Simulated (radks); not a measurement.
The mean radii <r> (bohr) of the occupied orbitals of an atom or ion are listed with their occupations. Method: Dirac Kohn-Sham, PBE, spin-unpolarised, spherical densities, finite nucleus; Fermi nuclear charge, rms radius of each element as measured or else 0.836 A^(1/3) + 0.57 fm; computed with a radial shooting solver on a logarithmic mesh with Libxc functionals.

orbital  occ.      <r>
1s1/2       2  0.01835
2s1/2       2  0.07697
2p1/2       2  0.06367
2p3/2       4  0.07163
3s1/2       2   0.2002
3p1/2       2   0.1902
3p3/2       4   0.2048
3d3/2       4   0.1793
3d5/2       6   0.1837
4s1/2       2   0.4324
4p1/2       2   0.4337
4p3/2       4   0.4605
4d3/2       4   0.4611
4d5/2       6   0.4691
4f5/2       4   0.4575

Name the element and its charge. Open shells, if any, fill j = l - 1/2 first.

Answer. Z = 74, tungsten, charge +24: W24+ in [Kr] 4d10 4f4. The 1s radius gives Z: for a bare nucleus <r> = (2 gamma + 1)/(2Z) with gamma = sqrt(1 - (Z/c)^2), 0.01813 bohr for Z = 74, and screening makes it slightly larger (0.01835 here). The occupations add up to 50, and the charge is Z minus that.
